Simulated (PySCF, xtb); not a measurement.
Al(H)(Et)(OMe) (C₃H₉AlO), SMILES C[CH2][AlH][O]C.

GFN2-xTB (xtb) at its own geometry gives an orbital gap of 4.19 eV and a dipole moment of 1.10 D.

Coordinates come from a PBE0-D3(BJ)/def2-SVP optimisation. The structure was generated by enumeration; whether it is a known compound was not checked. One conformer was computed; it need not be the lowest.

What does CAM-B3LYP/def2-TZVP run with PySCF give? (Estimate from the structure and the level; the computed values follow.)

gap 9.20 eV (levels -8.86 and 0.34 eV), dipole 0.10 D.
